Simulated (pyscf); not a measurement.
## `[NH]=[Ta]([NH2])([NH2])[NH2]`, singlet

Gas-phase minimum from PySCF at ωB97X-D3(BJ)/def2-SVP, one conformer. 

```xyz
12

N      0.2234     0.2333     2.2721
Ta    -0.2854    -0.2542     0.6477
N     -1.8317    -1.5152     0.8036
N     -0.8294     1.3779    -0.3753
N      1.2453    -1.1590    -0.2726
H      0.5200     0.5104     3.1986
H     -2.5573    -1.6125     0.0964
H     -2.1172    -2.0113     1.6431
H     -1.0452     2.2883     0.0210
H     -0.7581     1.4633    -1.3870
H      2.2224    -1.1066     0.0015
H      1.1353    -1.8883    -0.9739
```
Charge 0, spin multiplicity 1.

Bonds (Å): N1–Ta2 1.771, N1–H6 1.012, Ta2–N3 2.001, Ta2–N4 2.002, Ta2–N5 2.002, N3–H7 1.018, N3–H8 1.016, N4–H9 1.016, N4–H10 1.018, N5–H11 1.016, N5–H12 1.018. Angles (°): Ta2–N1–H6 179.6, N1–Ta2–N3 108.9, N1–Ta2–N4 108.8, N1–Ta2–N5 109.1, N3–Ta2–N4 110.1, N3–Ta2–N5 110.0, N4–Ta2–N5 110.0, Ta2–N3–H7 123.8, Ta2–N3–H8 126.1, H7–N3–H8 109.1, Ta2–N4–H9 126.1, Ta2–N4–H10 123.9, H9–N4–H10 109.1, Ta2–N5–H11 126.0 (the first ones only).

Properties at ωB97X-D3(BJ)/def2-SVP:

| Property | Value |
|---|---|
| Harmonic wavenumbers, unscaled | 158, 162, 173, 189, 191, 289, 293, 295, 473, 491, 492, 551, 552, 572, 573, 583, 668, 669, 674, 1013, 1529, 1529, 1532, 3592, 3592, 3595, 3685, 3686, 3686, 3720 cm⁻¹ |
| Zero-point energy | 56.1 kcal/mol |
| Rotational symmetry number | 3 |
| Entropy of this conformer at 298 K and 1 atm, rigid rotor and harmonic oscillator, modes under 100 cm⁻¹ raised to 100 | 373.8 J/(mol K) |
| Dipole moment | 1.70 D |

Single-point totals, which compare only within one level:

```tsv
level	total energy (hartree)
ωB97X-D3(BJ)/def2-TZVP	-280.59076
PBE/def2-TZVP	-280.25605
r²SCAN/def2-TZVP	-280.39593
B3LYP-D3(BJ)/def2-TZVP	-280.52838
PBE0-D3(BJ)/def2-TZVP	-280.22089
M06-2X/def2-TZVP	-280.27918
ωB97M-D3(BJ)/def2-TZVP	-280.49830
```

Soft torsions are taken as harmonic, which can shift the entropy by several J/(mol K). Elements past Kr carry the def2 core potentials, without spin-orbit coupling.
